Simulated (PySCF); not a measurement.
Gd2N2 at several levels of theory

Computed with PySCF 2.14.0 (density fitting, no spin-orbit coupling) at the geometry relaxed with BP86:

```xyz
4
Gd2N2 (singlet in the valence; each metal's 4f electrons, 7 of them, lie in its core potential, out of spins and levels)
Gd    0.0000    0.0000    1.5411
Gd    0.0000    0.0000   -1.5411
N     1.3868    0.0000    0.0000
N    -1.3868    0.0000    0.0000
```

| level | basis | state | HOMO (eV) | gap (eV) | charge on Gd1 (e) | population of f-type functions on Gd1 (polarisation alone where 4f lies in the core) | dipole about the centre of mass (D) | largest force component (eV/Å) |
| --- | --- | --- | --- | --- | --- | --- | --- | --- |
| BP86 | Gd lcecp-1-SVP with ECP53, N def2-SVP | singlet | -3.57 | 1.36 | 0.45 | 0.05 | 0.00 | 0.00 |
| revPBE | the same | singlet | -3.36 | 1.24 | 0.47 | 0.05 | 0.00 | 0.09 |
| r2SCAN | the same | singlet | -3.45 | 1.65 | 0.55 | 0.05 | 0.00 | 0.33 |
| TPSS | the same | singlet | -3.30 | 1.32 | 0.52 | 0.05 | 0.00 | 0.16 |
| BP86 | Gd lcecp-1-TZVP with ECP53, N def2-TZVP | singlet | -3.54 | 1.34 | 0.80 | 0.05 | 0.00 | 0.05 |

In the lcecp rows the 4f levels are missing from HOMO and gap, and the state counts the valence alone.

Charges are Mulliken's, which hang on the basis. The relaxation used the grid (50, 194), these runs (75, 302) or, all-electron (x2c bases, spin-free X2C Hamiltonian), (99, 590).

Problem. What does HF with Gd lcecp-1-SVP with ECP53, N def2-SVP give here?

Solution. state singlet, HOMO (eV) -6.26, gap (eV) 6.54, charge on Gd1 (e) 0.82, population of f-type functions on Gd1 (polarisation alone where 4f lies in the core) 0.07, dipole about the centre of mass (D) 0.00, largest force component (eV/Å) 0.58. Time: 2.8 s on 2 threads of Intel(R) Xeon(R) 6975P-C (Granite Rapids), with other jobs on the host, from an already converged density.

In the first row's basis the gap widens with exact exchange: 1.2 to 1.6 eV for revPBE, TPSS, BP86, r2SCAN (none); 6.5 eV for Hartree–Fock (rising or full at long range).

An lcecp potential fixes the number of 4f electrons, so in runs with it no electron can move into or out of that shell.
